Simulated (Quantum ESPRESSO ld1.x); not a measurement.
Species: Ce14+. Configuration: [Kr] 4d8. Method: Dirac Kohn-Sham, relativistic LDA (MacDonald-Vosko exchange, VWN5 correlation), spin-unpolarised, spherical densities, point nucleus; open shells are shared between the two j in proportion to 2j + 1; computed with ld1.x of Quantum ESPRESSO 7.5.

Unscreened Slater integrals over Kohn-Sham orbitals (hartree). Large and small components are both included.

integral           value
F0(4d5/2,4d5/2)   1.2877
F2(4d5/2,4d5/2)  0.66033
F4(4d5/2,4d5/2)  0.44521
F0(4d5/2,4d3/2)   1.2946
F2(4d5/2,4d3/2)  0.66337
G2(4d5/2,4d3/2)  0.66227
G4(4d5/2,4d3/2)  0.44652
F0(4d5/2,4p3/2)   1.3209
F2(4d5/2,4p3/2)  0.68237
G1(4d5/2,4p3/2)  0.86395
G3(4d5/2,4p3/2)  0.54502
F0(4d5/2,4p1/2)   1.3435
G3(4d5/2,4p1/2)  0.55026
F0(4d5/2,4s1/2)   1.3556
G2(4d5/2,4s1/2)  0.67659
F0(4d3/2,4d3/2)   1.3016
F2(4d3/2,4d3/2)  0.66666
F0(4d3/2,4p3/2)   1.3284
F2(4d3/2,4p3/2)  0.68614
G1(4d3/2,4p3/2)  0.86676
G3(4d3/2,4p3/2)  0.54733
F0(4d3/2,4p1/2)   1.3514
G1(4d3/2,4p1/2)  0.88329
F0(4d3/2,4s1/2)   1.3638
G2(4d3/2,4s1/2)  0.68189
F0(4p3/2,4p3/2)   1.3588
F2(4p3/2,4p3/2)  0.71420
F0(4p3/2,4p1/2)   1.3832
G2(4p3/2,4p1/2)  0.72155
F0(4p3/2,4s1/2)   1.3964
G1(4p3/2,4s1/2)  0.94779
F0(4p1/2,4p1/2)   1.4097
F0(4p1/2,4s1/2)   1.4236
G1(4p1/2,4s1/2)  0.96917
F0(4s1/2,4s1/2)   1.4383
